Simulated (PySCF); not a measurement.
PySCF input for C3H8N, SMILES [CH2]N(C)C, multiplicity 2, PBE-D3(BJ)/def2-SVP. Coordinates come from a PBE-D3(BJ)/def2-SVP optimisation. The isomer is the one that the SMILES or the coordinates give; other isomers of the formula were not compared.

```python
import numpy as np
from pyscf import gto, scf, dft, df
from pyscf.hessian import thermo

mol = gto.M(
    atom='''
    C     0.09935946    1.43693095    0.00000001
    N    -0.19239970    0.07913505   -0.00000000
    C     0.03134272   -0.66171544    1.22263164
    C     0.03134272   -0.66171543   -1.22263164
    H    -0.06709974    1.97221812   -0.94673549
    H    -0.06709974    1.97221811    0.94673551
    H     1.11407454   -0.88147812    1.40634251
    H    -0.34612758   -0.08079923    2.08798336
    H    -0.51358299   -1.62741368    1.18932005
    H    -0.34612757   -0.08079921   -2.08798337
    H    -0.51358300   -1.62741367   -1.18932006
    H     1.11407454   -0.88147812   -1.40634252
    ''',
    basis='def2-SVP',
    charge=0,
    spin=1,
    max_memory=1600,
    verbose=3,
)
mf = dft.UKS(mol, xc='pbe').density_fit(auxbasis='def2-universal-jkfit')
mf.disp = 'd3bj'
mf.grids.level = 3
mf.conv_tol = 1e-11
mf.max_cycle = 100
mf.kernel()
fine, coarse = mf.grids, dft.Grids(mol).set(level=1).build(with_non0tab=True)
for _ in range(3):  # follow internal instabilities
    mf.grids = coarse
    mo, _, stable, _ = mf.stability(return_status=True, nroots=4)
    mf.grids = fine
    if stable:
        break
    mf.kernel(mf.make_rdm1(mo, mf.mo_occ))

# [left out here: the lines that compute and print the analytic Hessian (its translational invariance restored by hand, since the grid's response is missing), thermochemistry and intensities]
```

Output:

```
[...]
       3   C                 0.04 -0.10 -0.02   -0.08 -0.05 -0.03    0.02  0.07 -0.07
       4   H                -0.03 -0.11 -0.02   -0.00 -0.09 -0.02   -0.00 -0.12 -0.01
       5   H                 0.03  0.11 -0.02    0.00  0.09 -0.02   -0.00 -0.12  0.01
       6   H                -0.01 -0.01 -0.32   -0.03 -0.25  0.31   -0.02 -0.20 -0.03
       7   H                 0.09 -0.22  0.26   -0.19 -0.02 -0.10   -0.02 -0.24  0.25
       8   H                 0.06  0.05 -0.29   -0.19  0.21 -0.27   -0.04  0.12 -0.34
       9   H                -0.09  0.22  0.26    0.19  0.02 -0.10   -0.02 -0.24 -0.25
      10   H                -0.06 -0.05 -0.29    0.19 -0.21 -0.27   -0.04  0.12  0.34
      11   H                 0.01  0.01 -0.32    0.03  0.25  0.31   -0.02 -0.20  0.03
Mode                                12                  13                  14
Irrep
Freq [cm^-1]                     1117.2572           1302.4823           1347.4307
Reduced mass [au]                   1.4493              3.3412              1.4722
Force const [Dyne/A]                1.0659              3.3396              1.5748
Char temp [K]                    1607.4844           1873.9820           1938.6527
Normal mode                   x     y     z       x     y     z       x     y     z
       0   C                -0.01 -0.01 -0.00    0.00  0.00  0.06   -0.01 -0.02  0.00
       1   N                 0.09  0.01  0.00    0.00 -0.00 -0.19    0.00  0.14 -0.00
       2   C                -0.09  0.01  0.03    0.02 -0.00  0.08    0.01 -0.05 -0.01
       3   C                -0.09  0.01 -0.03   -0.02  0.00  0.08    0.01 -0.05  0.01
       4   H                 0.01 -0.04 -0.01   -0.08 -0.24 -0.06    0.00 -0.42 -0.21
       5   H                 0.01 -0.04  0.01    0.08  0.24 -0.06    0.00 -0.42  0.21
       6   H                 0.02  0.19 -0.35   -0.00 -0.17 -0.05    0.02  0.19  0.16
       7   H                 0.21 -0.08  0.21   -0.08 -0.09  0.09    0.09 -0.04  0.04
       8   H                 0.21 -0.16  0.08    0.04 -0.01 -0.03   -0.13  0.03  0.12
       9   H                 0.21 -0.08 -0.21    0.08  0.09  0.09    0.09 -0.04 -0.04
      10   H                 0.21 -0.16 -0.08   -0.04  0.01 -0.03   -0.13  0.03 -0.12
      11   H                 0.02  0.19  0.35    0.00  0.17 -0.05    0.02  0.19 -0.16
Mode                                15                  16                  17
Irrep
Freq [cm^-1]                     1373.4775           1390.1969           1396.4928
Reduced mass [au]                   1.1643              1.3116              1.0379
Force const [Dyne/A]                1.2940              1.4935              1.1925
Char temp [K]                    1976.1283           2000.1839           2009.2422
Normal mode                   x     y     z       x     y     z       x     y     z
       0   C                 0.00  0.00  0.00   -0.01 -0.06  0.00    0.00  0.00  0.00
       1   N                 0.00 -0.00 -0.02    0.00  0.05 -0.00   -0.00  0.00 -0.01
       2   C                -0.01  0.04 -0.07   -0.00 -0.06  0.06   -0.03  0.01  0.01
       3   C                 0.01 -0.04 -0.07   -0.00 -0.06 -0.06    0.03 -0.01  0.01
       4   H                 0.00 -0.00 -0.00   -0.00  0.16  0.12   -0.00 -0.01 -0.00
       5   H                -0.00  0.00 -0.00   -0.00  0.16 -0.12    0.00  0.01 -0.00
       6   H                -0.09 -0.15  0.30    0.07  0.23 -0.06   -0.08 -0.17  0.25
       7   H                 0.10 -0.31  0.22    0.12  0.30 -0.14    0.33  0.27 -0.02
       8   H                 0.12 -0.06  0.36   -0.11  0.03 -0.36    0.31 -0.17 -0.28
       9   H                -0.10  0.31  0.22    0.12  0.30  0.14   -0.33 -0.27 -0.02
      10   H                -0.12  0.06  0.36   -0.11  0.03  0.36   -0.31  0.17 -0.28
      11   H                 0.09  0.15  0.30    0.07  0.23  0.06    0.08  0.17  0.25
Mode                                18                  19                  20
Irrep
Freq [cm^-1]                     1407.7218           1416.6182           1419.9687
Reduced mass [au]                   1.0553              1.1406              1.0676
Force const [Dyne/A]                1.2321              1.3486              1.2683
Char temp [K]                    2025.3983           2038.1981           2043.0188
Normal mode                   x     y     z       x     y     z       x     y     z
       0   C                -0.01 -0.03  0.00    0.01  0.07 -0.00    0.00  0.00  0.01
       1   N                 0.03  0.00 -0.00   -0.00 -0.01  0.00   -0.00 -0.00 -0.05
       2   C                 0.03 -0.01  0.01    0.01 -0.01  0.05   -0.00 -0.03 -0.00
       3   C                 0.03 -0.01 -0.01    0.01 -0.01 -0.05    0.00  0.03 -0.00
       4   H                -0.01  0.14  0.09    0.01 -0.27 -0.19   -0.03 -0.05 -0.01
       5   H                -0.01  0.14 -0.09    0.01 -0.27  0.19    0.03  0.05 -0.01
       6   H                 0.10  0.22 -0.25    0.05 -0.14 -0.35    0.04  0.39  0.25
       7   H                -0.28 -0.23  0.02   -0.29  0.18 -0.21    0.30 -0.09  0.18
       8   H                -0.33  0.19  0.19    0.06 -0.04 -0.07   -0.27  0.14 -0.16
       9   H                -0.28 -0.23 -0.02   -0.29  0.18  0.21   -0.30  0.09  0.18
      10   H                -0.33  0.19 -0.19    0.06 -0.04  0.07    0.27 -0.14 -0.16
      11   H                 0.10  0.22  0.25    0.05 -0.14  0.35   -0.04 -0.39  0.25
Mode                                21                  22                  23
Irrep
Freq [cm^-1]                     1482.6911           2870.6724           2881.0179
Reduced mass [au]                   1.8515              1.0559              1.0588
Force const [Dyne/A]                2.3982              5.1265              5.1780
Char temp [K]                    2133.2624           4130.2584           4145.1433
Normal mode                   x     y     z       x     y     z       x     y     z
       0   C                -0.02 -0.12  0.00   -0.00 -0.00 -0.00   -0.00 -0.00  0.00
       1   N                 0.01  0.15  0.00    0.00 -0.00  0.00    0.00 -0.00 -0.00
       2   C                 0.00 -0.01  0.00    0.04 -0.01  0.01    0.04 -0.01  0.02
       3   C                 0.00 -0.01 -0.00   -0.04  0.01  0.01    0.04 -0.01 -0.02
       4   H                -0.00  0.14  0.16   -0.00 -0.00  0.00    0.00  0.01 -0.01
       5   H                -0.00  0.14 -0.16    0.00  0.00  0.00    0.00  0.01  0.01
       6   H                -0.04 -0.25 -0.04   -0.63  0.12 -0.09   -0.64  0.12 -0.10
       7   H                -0.15  0.05 -0.11    0.06 -0.08 -0.11    0.06 -0.07 -0.10
       8   H                 0.19 -0.13  0.23    0.09  0.13  0.00    0.08  0.11  0.00
       9   H                -0.15  0.05  0.11   -0.06  0.08 -0.11    0.06 -0.07  0.10
      10   H                 0.19 -0.13 -0.23   -0.09 -0.13  0.00    0.08  0.11 -0.00
      11   H                -0.04 -0.25  0.04    0.63 -0.12 -0.09   -0.64  0.12  0.10
Mode                                24                  25                  26
Irrep
Freq [cm^-1]                     3001.6348           3003.7448           3060.1507
Reduced mass [au]                   1.0767              1.0786              1.1051
Force const [Dyne/A]                5.7157              5.7335              6.0971
Char temp [K]                    4318.6841           4321.7200           4402.8755
Normal mode                   x     y     z       x     y     z       x     y     z
       0   C                 0.00  0.00  0.00    0.00 -0.00  0.00   -0.00  0.00 -0.00
       1   N                 0.00 -0.00  0.00    0.00  0.00  0.00   -0.00 -0.00  0.00
       2   C                -0.05 -0.02  0.02    0.05  0.02 -0.02    0.00  0.05  0.03
       3   C                -0.05 -0.02 -0.02   -0.05 -0.02 -0.02   -0.00 -0.05  0.03
       4   H                -0.00  0.00 -0.01   -0.00  0.00 -0.00    0.00 -0.00  0.01
       5   H                -0.00  0.00  0.01    0.00 -0.00 -0.00   -0.00  0.00  0.01
       6   H                 0.16 -0.04  0.03   -0.19  0.04 -0.03    0.01  0.01  0.01
       7   H                 0.14 -0.22 -0.32   -0.13  0.22  0.32    0.18 -0.27 -0.40
       8   H                 0.25  0.45  0.02   -0.24 -0.44 -0.03   -0.21 -0.37 -0.02
       9   H                 0.14 -0.22  0.32    0.13 -0.22  0.32   -0.18  0.27 -0.40
      10   H                 0.25  0.45 -0.02    0.24  0.44 -0.03    0.21  0.37 -0.02
      11   H                 0.16 -0.04 -0.03    0.19 -0.04 -0.03   -0.01 -0.01  0.01
Mode                                27                  28                  29
Irrep
Freq [cm^-1]                     3060.4803           3068.8965           3191.8668
Reduced mass [au]                   1.1046              1.0505              1.1214
Force const [Dyne/A]                6.0957              5.8291              6.7316
Char temp [K]                    4403.3498           4415.4588           4592.3857
Normal mode                   x     y     z       x     y     z       x     y     z
       0   C                -0.00 -0.00  0.00    0.01 -0.06  0.00    0.00 -0.00 -0.10
       1   N                 0.00 -0.00 -0.00    0.00  0.00  0.00    0.00  0.00 -0.00
       2   C                -0.00 -0.05 -0.03   -0.00  0.00 -0.00   -0.00 -0.00 -0.00
       3   C                -0.00 -0.05  0.03   -0.00  0.00  0.00    0.00  0.00 -0.00
       4   H                -0.00  0.01 -0.01   -0.08  0.33 -0.60    0.10 -0.32  0.57
       5   H                -0.00  0.01  0.01   -0.08  0.33  0.60   -0.10  0.32  0.57
       6   H                -0.02 -0.01 -0.01    0.01 -0.00  0.00    0.00 -0.00 -0.00
       7   H                -0.18  0.27  0.40    0.00 -0.00  0.00   -0.00  0.00  0.01
       8   H                 0.21  0.37  0.01   -0.01 -0.02  0.00    0.00  0.00  0.00
       9   H                -0.18  0.27 -0.40    0.00 -0.00 -0.00    0.00 -0.00  0.01
      10   H                 0.21  0.37 -0.01   -0.01 -0.02 -0.00   -0.00 -0.00  0.00
      11   H                -0.02 -0.01  0.01    0.01 -0.00 -0.00   -0.00  0.00 -0.00
temperature 298.1500 [K]
pressure 101325.00 [Pa]
Rotational constants [GHz] 9.34442 8.82281 4.88337
Symmetry number 1
Zero-point energy (ZPE) 0.10333 [Eh]   271298.486 [J/mol]
                           tot       elec      trans        rot        vib
Entropy [J/mol/K]       307.539      5.763    159.409    101.227     41.140
Cv [J/mol/K]             83.248      0.000     12.472     12.472     58.305
Cp [J/mol/K]             91.563      0.000     20.786     12.472     58.305
Internal energy [J/mol]                      3718.434   3718.434 279003.745
Internal energy [Eh]   -173.34869  -173.45779
Enthalpy [J/mol]                             6197.391   3718.434 279003.745
Enthalpy [Eh]          -173.34775
Gibbs free energy [J/mol]                  -41330.328 -26462.487 266737.830
Gibbs free energy [Eh] -173.38267
mode   freq/cm-1   IR/(km/mol)
   1      200.88         0.078
   2      206.19         0.516
   3      280.03        13.539
   4      345.67         6.144
   5      413.77         1.055
   6      432.27         1.722
   7      598.02        50.773
   8      851.20         8.089
   9     1026.59         1.179
  10     1044.95         4.454
  11     1068.88        12.024
  12     1096.31         6.243
  13     1117.26        14.625
  14     1302.48        29.865
  15     1347.43        10.540
  16     1373.48         1.245
  17     1390.20         2.442
  18     1396.49         7.710
  19     1407.72        21.395
  20     1416.62         9.596
  21     1419.97         7.243
  22     1482.69        21.544
  23     2870.67        75.039
  24     2881.02       138.675
  25     3001.63        50.626
  26     3003.74        11.541
  27     3060.15        10.958
  28     3060.48        21.712
  29     3068.90        12.382
  30     3191.87        14.471
max |gradient| / (hartree/bohr): 4.069034994904616e-05
APT charges: [-0.0076 -0.5209  0.3624  0.3624  0.0196  0.0196 -0.0906 -0.0102 -0.0168
 -0.0102 -0.0168 -0.0906]
```

The run converged.

Cost: roughly 4 core-minutes.
